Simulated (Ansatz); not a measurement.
`Cl[Si](Cl)(Cl)B([Si](Cl)(Cl)Cl)[Si](Cl)(Cl)Cl` → B• + 9 Cl• + 3 Si•  (atomization)

Isolated molecules relaxed with PBE0-D4/def2-TZVP in Ansatz; ΔE leaves out vibrations. CCSD(T)/CBS is the MP2 limit (def2-TZVPP, def2-QZVPP) plus CCSD(T) − MP2 in def2-TZVPP, frozen cores. This one scheme is used for every species, atoms too. DFT in def2-TZVPP. HSE06 is defined as in plane-wave codes. No spin–orbit coupling; open shells (•) take unrestricted orbitals. Spin–orbit coupling would lower the free atoms: a little for B, Cl, Si. Each species was taken in one conformer, which may not be the lowest.

CCSD(T)/CBS gives +4410.0 kJ/mol.

Another level gave +4246.1 kJ/mol. Which?
A. BHLYP/def2-TZVPP
B. BHLYP-D4/def2-TZVPP
C. HSE06-D4/def2-TZVPP
D. HF/def2-TZVPP

B. BHLYP-D4 4246.1, HSE06-D4 4483.8, HF/def2-TZVPP 3224.0, BHLYP 4089.7 kJ/mol.

Largest T1 diagnostic among the species: 0.014.

At CCSD(T), def2-SVP lies −459.3 kJ/mol from the extrapolated value and def2-TZVPP −190.2 kJ/mol: correlation converges slowly with the basis, and small sets miss more of it in the bonded molecule than in its fragments. From r2SCAN to r2SCAN0 (25 % exact exchange), in def2-TZVPP and without D4, ΔE moves by −92.4 kJ/mol: exact exchange takes away binding that semilocal exchange gives to molecules. Leaving LDA and LC-ωPBE aside and taking each functional with its dispersion term where it has one, the values, not all of them listed here, spread over 295.3 kJ/mol, from BHLYP-D4 to PBE-D4. LDA lies +676.8 kJ/mol from PBE without D4, its usual overbinding.

For atomizations the MP2-based limit and the directly extrapolated one differ by several kJ/mol either way, and by 10 to 25 for some Ge, Se and Sn compounds, so smaller differences from it don't rank the levels.
